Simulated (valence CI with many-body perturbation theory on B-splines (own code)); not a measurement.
**E1 line list for Pm⁴⁶⁺**

Level of theory: relativistic CI+MBPT: five valence electrons over a frozen Dirac-Fock core [Ne], a basis of 9 s, 9 p, 8 d, 6 f, 3 g, 1 h functions for each j, with the one-electron correlation potential Σ1, the two-electron term Σ2, the three-electron term Σ3, Breit, model QED; selected CI, second order for the rest (own B-spline code, finite nucleus).

The last digits are not significant, and no measured levels were compared; by estimate large intervals hold to a few tenths of a per cent, small ones and those within an open d or f shell to about a per cent. Among the levels kept, up to 580 cm⁻¹ of a level comes from second order outside the variational space, and about a tenth of that is noise between levels of different J, which matters for small intervals.

Lines 51 to 100 of 203 in falling wavelength, among levels below 37.338 Ry, chosen from the strongest by gf and those to the six lowest levels. Wavelengths and rates use the calculated energies. Electric multipoles are in the length gauge, E1 and E2 with the static RPA response of the core. Weak lines are less certain than strong ones. Lines between different terms over intervals too small for the method are left out, as are lines whose strength nearly cancels. Where a level lies close to another of its J and parity, the split of strength between their lines is uncertain. The highest levels of a list are the least certain.

Levels are named by their leading jj configuration (3d3/2^4 stands for four electrons in 3d with j = 3/2), which in mixed levels can hold well under half, so a name can repeat and another be missing. Letters in brackets count levels of one name in rising energy.

```
λ vac (nm)                               Upper                               Lower   A (s⁻¹)  S (a.u.) with core polarisation  S without
     9.314      (3s 3p1/2^2 3p3/2 3d5/2) J=5/2  (3s^2 3p1/2 3p3/2 3d5/2) J=3/2 [a]  7.87e+09                         1.88e-02   1.92e-02
     9.110      (3s 3p1/2^2 3p3/2 3d5/2) J=3/2  (3s^2 3p1/2 3p3/2 3d5/2) J=5/2 [a]  1.40e+10                         2.10e-02   2.13e-02
     9.066  (3s 3p1/2^2 3p3/2 3d5/2) J=7/2 [a]      (3s^2 3p1/2 3p3/2 3d5/2) J=9/2  3.82e+09                         1.12e-02   1.14e-02
     9.059  (3s 3p1/2^2 3p3/2 3d5/2) J=7/2 [a]  (3s^2 3p1/2 3p3/2 3d5/2) J=5/2 [a]  3.10e+08                         9.11e-04   9.29e-04
     8.837      (3s 3p1/2^2 3p3/2 3d5/2) J=3/2  (3s^2 3p1/2 3p3/2 3d3/2) J=3/2 [b]  1.37e+09                         1.87e-03   1.90e-03
     8.814      (3s 3p1/2^2 3p3/2 3d5/2) J=3/2  (3s^2 3p1/2 3p3/2 3d5/2) J=3/2 [a]  3.95e+09                         5.34e-03   5.45e-03
     8.624          (3s 3p1/2^2 3p3/2^2) J=3/2          (3s^2 3p1/2 3p3/2^2) J=5/2  1.99e+10                         2.51e-02   2.56e-02
     8.569  (3s 3p1/2^2 3p3/2 3d3/2) J=3/2 [b]  (3s^2 3p1/2 3p3/2 3d3/2) J=1/2 [a]  3.37e+09                         4.19e-03   4.27e-03
     8.550  (3s 3p1/2^2 3p3/2 3d3/2) J=3/2 [b]  (3s^2 3p1/2 3p3/2 3d3/2) J=3/2 [a]  2.72e+09                         3.35e-03   3.42e-03
     8.519          (3s^2 3p1/2 3d3/2^2) J=5/2  (3s^2 3p1/2 3p3/2 3d5/2) J=5/2 [a]  3.99e+08                         7.31e-04   7.43e-04
     8.444  (3s 3p1/2^2 3p3/2 3d3/2) J=3/2 [b]  (3s^2 3p1/2 3p3/2 3d3/2) J=5/2 [a]  1.25e+10                         1.49e-02   1.51e-02
     8.442      (3s 3p1/2^2 3p3/2 3d5/2) J=3/2  (3s^2 3p1/2 3p3/2 3d3/2) J=5/2 [b]  6.15e+08                         7.30e-04   7.43e-04
     8.439  (3s 3p1/2^2 3p3/2 3d5/2) J=7/2 [a]  (3s^2 3p1/2 3p3/2 3d5/2) J=7/2 [a]  2.28e+09                         5.42e-03   5.52e-03
     8.348            (3s 3p1/2 3p3/2^3) J=1/2                (3s^2 3p3/2^3) J=3/2  1.61e+10                         9.23e-03   9.39e-03
     8.292  (3s 3p1/2^2 3p3/2 3d3/2) J=5/2 [b]      (3s^2 3p1/2 3p3/2 3d3/2) J=7/2  2.47e+10                         4.17e-02   4.24e-02
     8.281          (3s^2 3p1/2 3d3/2^2) J=5/2  (3s^2 3p1/2 3p3/2 3d3/2) J=3/2 [b]  9.69e+08                         1.63e-03   1.66e-03
     8.279  (3s 3p1/2^2 3p3/2 3d5/2) J=7/2 [b]      (3s^2 3p1/2 3p3/2 3d5/2) J=9/2  2.13e+10                         4.78e-02   4.86e-02
     8.272  (3s 3p1/2^2 3p3/2 3d3/2) J=5/2 [a]          (3s 3p1/2^2 3p3/2^2) J=3/2  3.75e+09                         6.29e-03   6.41e-03
     8.268        (3s 3p1/2 3p3/2^3) J=3/2 [b]                (3s^2 3p3/2^3) J=3/2  1.35e+10                         1.51e-02   1.54e-02
     8.260          (3s^2 3p1/2 3d3/2^2) J=5/2  (3s^2 3p1/2 3p3/2 3d5/2) J=3/2 [a]  4.40e+08                         7.34e-04   7.46e-04
     8.176  (3s 3p1/2^2 3p3/2 3d3/2) J=3/2 [a]          (3s 3p1/2^2 3p3/2^2) J=3/2  2.77e+09                         2.99e-03   3.04e-03
     8.171  (3s 3p1/2^2 3p3/2 3d3/2) J=3/2 [a]          (3s 3p1/2^2 3p3/2^2) J=1/2  2.18e+09                         2.35e-03   2.39e-03
     8.115  (3s 3p1/2^2 3p3/2 3d3/2) J=1/2 [a]          (3s 3p1/2^2 3p3/2^2) J=3/2  2.14e+09                         1.13e-03   1.15e-03
     8.110  (3s 3p1/2^2 3p3/2 3d3/2) J=1/2 [a]          (3s 3p1/2^2 3p3/2^2) J=1/2  2.28e+09                         1.20e-03   1.22e-03
     8.094          (3s 3p1/2^2 3p3/2^2) J=1/2          (3s^2 3p1/2 3p3/2^2) J=3/2  5.56e+07                         2.91e-05   2.95e-05
     8.089          (3s 3p1/2^2 3p3/2^2) J=3/2          (3s^2 3p1/2 3p3/2^2) J=3/2  8.40e+09                         8.78e-03   8.94e-03
     7.933          (3s^2 3p1/2 3d3/2^2) J=5/2  (3s^2 3p1/2 3p3/2 3d3/2) J=5/2 [b]  2.99e+09                         4.42e-03   4.50e-03
     7.888  (3s 3p1/2^2 3p3/2 3d3/2) J=5/2 [b]  (3s^2 3p1/2 3p3/2 3d3/2) J=3/2 [a]  2.59e+09                         3.76e-03   3.82e-03
     7.855  (3s^2 3p1/2 3p3/2 3d3/2) J=3/2 [a]          (3s^2 3p1/2 3p3/2^2) J=1/2  7.88e+08                         7.53e-04   7.65e-04
     7.839  (3s^2 3p1/2 3p3/2 3d3/2) J=1/2 [a]          (3s^2 3p1/2 3p3/2^2) J=1/2  7.63e+08                         3.63e-04   3.69e-04
     7.752  (3s 3p1/2^2 3p3/2 3d5/2) J=7/2 [b]  (3s^2 3p1/2 3p3/2 3d5/2) J=7/2 [a]  9.80e+09                         1.80e-02   1.83e-02
     7.751  (3s 3p1/2^2 3p3/2 3d3/2) J=1/2 [b]  (3s^2 3p1/2 3p3/2 3d3/2) J=1/2 [a]  3.99e+09                         1.84e-03   1.87e-03
     7.736  (3s 3p1/2^2 3p3/2 3d3/2) J=1/2 [b]  (3s^2 3p1/2 3p3/2 3d3/2) J=3/2 [a]  2.34e+10                         1.07e-02   1.09e-02
     7.385  (3s^2 3p1/2 3p3/2 3d3/2) J=5/2 [a]          (3s^2 3p1/2 3p3/2^2) J=5/2  2.40e+09                         2.86e-03   2.91e-03
     7.306  (3s^2 3p1/2 3p3/2 3d3/2) J=3/2 [a]          (3s^2 3p1/2 3p3/2^2) J=5/2  5.98e+09                         4.61e-03   4.68e-03
     7.253  (3s 3p1/2^2 3p3/2 3d3/2) J=3/2 [b]          (3s 3p1/2^2 3p3/2^2) J=3/2  6.00e+09                         4.52e-03   4.60e-03
     7.249  (3s 3p1/2^2 3p3/2 3d3/2) J=3/2 [b]          (3s 3p1/2^2 3p3/2^2) J=1/2  1.98e+09                         1.48e-03   1.51e-03
     7.175  (3s 3p1/2^2 3p3/2 3d3/2) J=5/2 [a]          (3s 3p1/2^2 3p3/2^2) J=5/2  5.23e+09                         5.73e-03   5.82e-03
     7.103  (3s 3p1/2^2 3p3/2 3d3/2) J=3/2 [a]          (3s 3p1/2^2 3p3/2^2) J=5/2  9.25e+09                         6.54e-03   6.65e-03
     6.995      (3s 3p1/2^2 3p3/2 3d5/2) J=3/2  (3s^2 3p1/2 3p3/2 3d3/2) J=3/2 [a]  1.11e+09                         7.47e-04   7.60e-04
     6.991      (3s^2 3p1/2 3p3/2 3d3/2) J=7/2          (3s^2 3p1/2 3p3/2^2) J=5/2  7.32e+07                         9.87e-05   1.01e-04
     6.989  (3s^2 3p1/2 3p3/2 3d3/2) J=5/2 [a]          (3s^2 3p1/2 3p3/2^2) J=3/2  3.73e+07                         3.77e-05   3.81e-05
     6.941          (3s^2 3p1/2^2 3d3/2) J=3/2          (3s^2 3p1/2^2 3p3/2) J=3/2  5.50e+09                         3.63e-03   3.69e-03
     6.924      (3s 3p1/2^2 3p3/2 3d5/2) J=3/2  (3s^2 3p1/2 3p3/2 3d3/2) J=5/2 [a]  1.73e+09                         1.14e-03   1.16e-03
     6.918  (3s^2 3p1/2 3p3/2 3d3/2) J=3/2 [a]          (3s^2 3p1/2 3p3/2^2) J=3/2  4.93e+08                         3.22e-04   3.26e-04
     6.907      (3s 3p1/2^2 3p3/2 3d3/2) J=7/2          (3s 3p1/2^2 3p3/2^2) J=5/2  1.03e+09                         1.34e-03   1.36e-03
     6.906  (3s^2 3p1/2 3p3/2 3d3/2) J=1/2 [a]          (3s^2 3p1/2 3p3/2^2) J=3/2  1.79e+09                         5.83e-04   5.92e-04
     6.658  (3s 3p1/2^2 3p3/2 3d3/2) J=1/2 [b]          (3s 3p1/2^2 3p3/2^2) J=3/2  3.48e+09                         1.01e-03   1.03e-03
     6.655  (3s 3p1/2^2 3p3/2 3d3/2) J=1/2 [b]          (3s 3p1/2^2 3p3/2^2) J=1/2  1.92e+09                         5.58e-04   5.65e-04
     6.641          (3s^2 3p1/2 3d3/2^2) J=5/2  (3s^2 3p1/2 3p3/2 3d3/2) J=3/2 [a]  1.78e+09                         1.54e-03   1.57e-03
```
